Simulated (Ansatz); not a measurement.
GeEt3(NMeEt) (C₉H₂₃GeN). Total charge 0; triplet. Geometry PBE-D4/def2-SVP, that of the neutral singlet; atoms count from 1.

Cartesian coordinates in Å:
```
Ge -0.304 -0.426 -0.269
C -2.123 0.351 -0.230
C -2.159 1.821 -0.655
H -2.546 0.218 0.789
H -2.754 -0.275 -0.897
H -3.184 2.247 -0.606
H -1.505 2.446 -0.013
H -1.800 1.953 -1.697
C 0.481 -0.234 -2.077
C -0.419 -0.794 -3.185
H 1.469 -0.742 -2.086
H 0.686 0.846 -2.237
H 0.044 -0.689 -4.189
H -0.634 -1.873 -3.038
H -1.398 -0.272 -3.223
C -0.353 -2.345 0.249
C -0.852 -2.583 1.678
H 0.675 -2.747 0.119
H -0.988 -2.882 -0.489
H -0.870 -3.661 1.943
H -0.207 -2.073 2.424
H -1.883 -2.197 1.826
N 0.746 0.592 0.895
C 0.234 1.020 2.179
C 2.196 0.502 0.822
C 2.895 1.862 0.690
H 0.537 0.349 3.026
H 0.579 2.046 2.448
H -0.874 1.055 2.171
H 2.607 -0.034 1.718
H 2.478 -0.125 -0.052
H 3.997 1.742 0.648
H 2.562 2.382 -0.232
H 2.667 2.523 1.551
```

At PBE0-D4/def2-SVP a singlet of charge 0 lies 5.63 eV below the triplet at the same geometry.

Estimate the Mulliken populations of the heavy atoms from the PBE0/def2-SVP orbitals of Ansatz.


```json
{"atom": "Ge1", "charge (e)": "0.34", "spin (α − β)": "0.37"}
{"atom": "C2", "charge (e)": "-0.25", "spin (α − β)": "-0.02"}
{"atom": "C3", "charge (e)": "-0.06", "spin (α − β)": "-0.01"}
{"atom": "C9", "charge (e)": "-0.26", "spin (α − β)": "-0.01"}
{"atom": "C10", "charge (e)": "-0.09", "spin (α − β)": "0.01"}
{"atom": "C16", "charge (e)": "-0.21", "spin (α − β)": "0.07"}
{"atom": "C17", "charge (e)": "-0.02", "spin (α − β)": "-0.05"}
{"atom": "N23", "charge (e)": "-0.26", "spin (α − β)": "0.78"}
{"atom": "C24", "charge (e)": "0.09", "spin (α − β)": "-0.07"}
{"atom": "C25", "charge (e)": "0.10", "spin (α − β)": "-0.09"}
{"atom": "C26", "charge (e)": "-0.07", "spin (α − β)": "0.03"}
```
Mulliken values depend strongly on the basis.

Where does the spin sit?

Summed by element: Ge 0.37, C -0.14, H 0.98, N 0.78, of 2 unpaired in all. Largest on single atoms: N23 0.78, Ge1 0.37, H27 0.16.

And the Mayer bond orders between heavy atoms (over 0.3)?

Ge1–C2 0.97 (1.98 Å); Ge1–C9 0.96 (1.98 Å); Ge1–C16 0.88 (1.99 Å); Ge1–N23 0.52 (1.87 Å); C2–C3 1.07 (1.53 Å); C9–C10 1.06 (1.53 Å); C16–C17 1.08 (1.53 Å); N23–C24 1.00 (1.45 Å); N23–C25 0.98 (1.45 Å); C25–C26 1.07 (1.53 Å).
